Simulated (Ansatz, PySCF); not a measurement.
Ga(H)(Br)(OMe) (CH₄BrGaO), SMILES C[O][GaH][Br].

The structure is a stationary point at PBE0-D3(BJ)/def2-SVP. The values are those of a single conformer.

Vertical ionisation energy (IE) and electron affinity (EA) in eV. Rows of orbital energies are one-electron estimates. Where ΔSCF, EOM or ADC give a negative EA the extra electron is unbound and the value depends on the basis.

```csv
level,IE,EA
"−ε(HOMO), −ε(LUMO), CAM-B3LYP/def2-TZVP (PySCF)",9.56,0.32
"−ε(HOMO), −ε(LUMO), PBE/def2-TZVP (PySCF)",6.68,1.97
"ΔSCF, CAM-B3LYP/def2-SVPD (Ansatz), final states of multiplicity 2 and 2",10.46,-0.36
"ΔSCF, PBE/def2-SVPD (Ansatz), final states of multiplicity 2 and 2",9.80,-0.32
```

### Question
What vertical singlet–triplet gap does ΔSCF give with CAM-B3LYP/def2-SVPD (Ansatz, a quantum-chemistry and plane-wave program) and with PBE/def2-SVPD (Ansatz)? (Estimate from the structure and the level; the computed values follow.)

### Answer
5.70 and 5.01 eV (triplet above singlet where positive).
